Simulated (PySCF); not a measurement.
**Relaxation of singlet HgCl₂**

Method: PBE in PySCF with Hg def2-TZVP with ECP60, Cl def2-TZVP; scalar-relativistic core potentials, no spin–orbit coupling; density-fitted integrals. A (50,194) grid was used.

A hand-made bent start, of C2v symmetry, held to at least that symmetry:

```xyz
3
charge 0 multiplicity 1, angstrom
Hg    0.0000    0.0000   -0.3423
Cl    1.9004    0.0000    0.9884
Cl   -1.9004    0.0000    0.9884
```

Optimiser trace:
```
step  E − E(last) (kJ/mol)  largest gradient (Eh/bohr)
   0                131.03                     0.01776
   1                 94.69                     0.02466
   2                 53.43                     0.02846
   3                 40.91                     0.02361
   4                 17.15                     0.01823
   5                  0.83                     0.00299
   6                  0.16                     0.00294
   7                  0.00                     0.00009
   8                  0.00                     0.00001
```

It ends at D∞h with Hg–Cl 2.276 Å (×2); Cl–Hg–Cl 180.0°. A frequency run shows a minimum. Other isomers or separated fragments may lie lower.

With an element this heavy the missing spin–orbit coupling can shift these numbers.

The relaxation took of the order of 40 core-seconds on a shared host.
